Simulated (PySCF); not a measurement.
Zn(OH) (HOZn), SMILES [OH][Zn+], charge +1.

Coordinates come from a B3LYP-D3(BJ)/def2-TZVP optimisation. The multiplicity is an assumed one; other spin states were not compared. The isomer is the one that the SMILES or the coordinates give; other isomers of the formula were not compared.

Method: PBE0/def2-TZVPD in PySCF.

The molecule is in vacuum.

- total energy: -1854.58541 hartree
- point group: Cs
- highest occupied level: -14.95 eV
- lowest empty level: -10.97 eV
- orbital gap: 3.98 eV
- dipole moment about the centre of nuclear charge: 4.07 D
- mean static polarisability: 22.0 bohr³ (3.25 Å³)
- polarisability, principal values: 16.0, 17.0, 32.9 bohr³
